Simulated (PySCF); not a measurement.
A calculated (B3LYP, PySCF 2.14, x2c-TZVPall, scalar relativity by spin-free X2C-1e) atom or ion has these occupied shells.

```json
{"shell": "1s α", "electrons": "1", "orbital energy (eV)": "-295.98", "rms radius, mean of both spins (bohr)": "0.314"}
{"shell": "1s β", "electrons": "1", "orbital energy (eV)": "-295.48", "rms radius, mean of both spins (bohr)": "0.314"}
{"shell": "2s α", "electrons": "1", "orbital energy (eV)": "-27.736", "rms radius, mean of both spins (bohr)": "1.61"}
{"shell": "2s β", "electrons": "1", "orbital energy (eV)": "-25.970", "rms radius, mean of both spins (bohr)": "1.61"}
{"shell": "2p α", "electrons": "1", "orbital energy (eV)": "-19.560", "rms radius, mean of both spins (bohr)": "1.64"}
```

Task: Name the element and its charge.

Result: C⁺ (carbon, charge +1), in [He] 2s2 2p1, 2P determinant.
